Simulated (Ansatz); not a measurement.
These are frozen-core CCSD(T)/cc-pVTZ // PBE0-D3(BJ)/def2-TZVP (Ansatz, an electronic-structure program) values and carry that method's errors.

Ansatz 0.2 input:
```yaml
crystal:
  periodic: [false, false, false]
  atoms:
    - { symbol: B, position_ang: [1.458381, -0.08895, -0.06147] }
    - { symbol: C, position_ang: [-0.015098, -0.065596, -0.543823] }
    - { symbol: C, position_ang: [-1.110948, 0.118795, 0.496395] }
    - { symbol: H, position_ang: [1.753754, 0.044706, 1.093898] }
    - { symbol: H, position_ang: [2.339544, -0.241162, -0.860572] }
    - { symbol: H, position_ang: [-0.072106, 0.714866, -1.320129] }
    - { symbol: H, position_ang: [-0.173422, -0.98547, -1.128838] }
    - { symbol: H, position_ang: [-2.108212, 0.126444, 0.049293] }
    - { symbol: H, position_ang: [-0.984246, 1.059675, 1.037247] }
    - { symbol: H, position_ang: [-1.087644, -0.683308, 1.237999] }
basis:
  gaussian: { orbitals: cc-pVTZ }
correlation:
  method: ccsd_t
```

Output:

```
Functional definition: HF
1043 factors; integrals over basis functions are off by at most 1.0e-3 eV
mean field evaluation 1: about -2841.4540 eV, gradient 2.9e1 eV
mean field evaluation 2: about -2841.4519 eV, gradient 2.9e1 eV
mean field evaluation 4: about -2843.8528 eV, gradient 3.0e0 eV
mean field evaluation 8: about -2843.8877 eV, gradient 1.1e-1 eV
mean field evaluation 16: about -2843.8913 eV, gradient 3.5e-1 eV
mean field -2843.88781160 eV, -104.5109494200 hartree, gradient 2.2e-6 eV, S^2 0.000000; 0 other end points of the search recorded, 0 dependent functions left out
3 core orbitals not correlated
reference -2843.88781160 eV, -104.5109494200 hartree; 9, 9 occupied and 176, 176 virtual orbitals, 1043 factors
second order -12.56254698 eV of doubles, -0.00000000 eV of singles
cycle   1  -13.33259106 eV  change   -7.7e-1 eV  update   6.9e-2
cycle   2  -13.67947986 eV  change   -3.5e-1 eV  update   2.0e-2
cycle   3  -13.71628973 eV  change   -3.7e-2 eV  update   6.8e-3
cycle   4  -13.71414863 eV  change    2.1e-3 eV  update   1.8e-3
cycle   5  -13.71408671 eV  change    6.2e-5 eV  update   7.0e-4
cycle   6  -13.71396190 eV  change    1.2e-4 eV  update   2.4e-4
cycle   7  -13.71392616 eV  change    3.6e-5 eV  update   7.6e-5
cycle   8  -13.71392924 eV  change   -3.1e-6 eV  update   2.4e-5
cycle   9  -13.71392510 eV  change    4.1e-6 eV  update   6.9e-6
perturbative correction -0.47722693 eV, -0.0175377663 hartree
Total energy: -2858.07896363 eV, -105.0324646380 hartree
```

Cost: about 50 core-seconds (a rough figure).
